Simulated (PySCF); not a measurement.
SMILES C=Cc1cccc(C(=O)OC)c1 (C₁₀H₁₀O₂) (GFN2-xTB optimised geometry):

```
22

C     -2.381    -2.492    -0.026
C     -2.846    -1.249    -0.002
C     -2.052    -0.025     0.000
C     -2.708     1.209     0.002
C     -2.000     2.397     0.002
C     -0.617     2.387     0.001
C      0.055     1.166     0.000
C      1.535     1.086     0.000
O      2.163     0.055     0.011
O      2.119     2.296    -0.016
C      3.538     2.294    -0.017
C     -0.660    -0.025     0.000
H     -3.047    -3.338    -0.026
H     -1.330    -2.720    -0.048
H     -3.918    -1.089     0.018
H     -3.789     1.232     0.003
H     -2.531     3.338     0.003
H     -0.056     3.307     0.001
H      3.843     3.337    -0.043
H      3.918     1.805     0.883
H      3.916     1.760    -0.891
H     -0.100    -0.947     0.001
```

Method: PySCF with PBE/def2-SVP.

Problem. What are the frontier orbital energies and the dipole moment?

Solution. HOMO-2 -6.51 eV, HOMO-1 -6.20 eV, HOMO -5.76 eV, LUMO -2.09 eV, LUMO+1 -1.90 eV; dipole moment 1.68 D.

On the same geometry PBE0/def2-SVP in PySCF gives HOMO-2 -7.98 eV, HOMO-1 -7.58 eV, HOMO -6.74 eV, LUMO -1.29 eV, LUMO+1 -1.04 eV; dipole moment 1.75 D.

Meta-Löwdin charges at PBE/def2-SVP: C1 -0.22, C2 -0.10, C3 0.01, C4 -0.10, C5 -0.10, C6 -0.10, C7 -0.04, C8 0.44, O9 -0.42, O10 -0.31, C11 -0.10, C12 -0.09, H13 0.11, H14 0.11, H15 0.10, H16 0.11, H17 0.11, H18 0.12, H19 0.12, H20 0.11, H21 0.11, H22 0.12.
